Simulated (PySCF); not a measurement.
# Choosing a basis for TDDFT

Compound: CH2ClGeN.
Bonds: N1–C2 (triple), C2–Ge3, Ge3–Cl4. Hydrogens: H5, H6 on Ge3.

TDDFT with PBE0 (PySCF), vertical singlets, core orbitals frozen in the response, spherical d and f functions. Isolated species at its PBE0-D3(BJ)/def2-SVP geometry, gas phase. Relativistic effects, spin–orbit coupling among them, are left out although an element past zinc is present.

Q: How do the low singlets change with the basis? Take 6-31G*, def2-SVP, def2-SVPD, aug-cc-pVDZ, def2-TZVP, def2-TZVPD and aug-cc-pVTZ.

A: 

```
      basis  functions  diffuse  S1 (eV)  S2 (eV)  S3 (eV)  S4 (eV)  S5 (eV)  LUMO (eV)  α (au)
     6-31G*         82       no     6.48     6.62     6.82     7.24     7.51      -1.39    45.4
   def2-SVP         88       no     6.53     6.68     6.92     7.33     7.48      -1.28    46.0
  def2-SVPD        121      yes     6.45     6.62     6.84     7.22     7.40      -1.60    57.7
aug-cc-pVDZ        127      yes     6.41     6.57     6.81     7.19     7.37      -1.59    58.1
  def2-TZVP        159       no     6.50     6.66     6.85     7.22     7.38      -1.45    53.8
 def2-TZVPD        192      yes     6.45     6.61     6.82     7.18     7.35      -1.56    58.7
aug-cc-pVTZ        247      yes     6.44     6.60     6.81     7.17     7.35      -1.58    58.8
```

States are compared by their number. Against the largest diffuse basis here (aug-cc-pVTZ, itself not a converged limit), sets without diffuse functions differ by up to 0.10 eV in S1 and 0.16 eV in S5; the smaller diffuse sets differ by up to 0.02 and 0.05 eV. State by state, the largest deviation of a set without diffuse functions is S1 0.10, S2 0.08, S3 0.11, S4 0.16, S5 0.16 eV. The same number needn't mean the same state in each row. Against aug-cc-pVTZ the polarisability deviates by -23% in 6-31G*, -22% in def2-SVP, -2% in def2-SVPD, -1% in aug-cc-pVDZ, -9% in def2-TZVP, 0% in def2-TZVPD.
